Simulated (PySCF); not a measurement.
**Excited states of N³⁺ (nitrogen, charge +3)**

Ground state [He] 2s2, ¹S. Computed with PySCF 2.14 in aug-cc-pVTZ with one added diffuse shell each of s, p, d, f type (6s5p4d3f, 62 functions), with no relativity, point nucleus. Vertical excitation energies in eV without spin-orbit coupling; excited terms of each kind are numbered among those the solver found. Frozen: nothing.

```
 term  leading excitation  EOM-EE-CCSD
1 3P°              2s → p        8.351
1 1P°              2s → p       16.313
 1 3S              2s → s       46.841
```

Only the lower part of the computed list is shown. Doubly excited terms such as np² are absent. The solver can miss terms.
